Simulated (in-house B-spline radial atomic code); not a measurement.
A fraction x of an electron is removed from 3d in Zr3+, starting from [Kr] 4d1 and keeping the highest spin. Level of theory: scalar-relativistic (X2C) BHandHLYP, spin-polarised, spherical fractional occupations, Fermi nucleus of rms radius 4.2694 fm; calculated with a radial B-spline atomic code at the basis-set limit.

Caution: exact exchange at fractional occupations of open shells leaves self-interaction of up to several eV.

```json
{"x": "0", "E(x) - E(0) (eV)": "0.0000", "3d down level (eV)": "-216.428"}
{"x": "0.06", "E(x) - E(0) (eV)": "13.0372", "3d down level (eV)": "-218.148"}
{"x": "0.21", "E(x) - E(0) (eV)": "?", "3d down level (eV)": "?"}
{"x": "0.33", "E(x) - E(0) (eV)": "72.9912", "3d down level (eV)": "-225.982"}
{"x": "0.48", "E(x) - E(0) (eV)": "107.2191", "3d down level (eV)": "-230.398"}
{"x": "0.5", "E(x) - E(0) (eV)": "111.8330", "3d down level (eV)": "-230.991"}
{"x": "0.6", "E(x) - E(0) (eV)": "135.0806", "3d down level (eV)": "-233.964"}
{"x": "0.71", "E(x) - E(0) (eV)": "?", "3d down level (eV)": "?"}
{"x": "0.81", "E(x) - E(0) (eV)": "184.8738", "3d down level (eV)": "-240.272"}
{"x": "0.91", "E(x) - E(0) (eV)": "209.0525", "3d down level (eV)": "-243.305"}
{"x": "1", "E(x) - E(0) (eV)": "231.0734", "3d down level (eV)": "-246.051"}
```

Task: What belongs in the row x = 0.21?

Result: An energy change of 46.0838 eV; 3d down at -222.481 eV.

Task: What belongs in the row x = 0.71?

Result: An energy change of 160.9975 eV; 3d down at -237.257 eV.

Task: Check Janak's theorem between x = 0.33 and 0.48.

Result: The slope of the energy is 228.19 eV; the orbital levels give 228.19 eV (-ε of the emptying orbital, averaged over the two points).
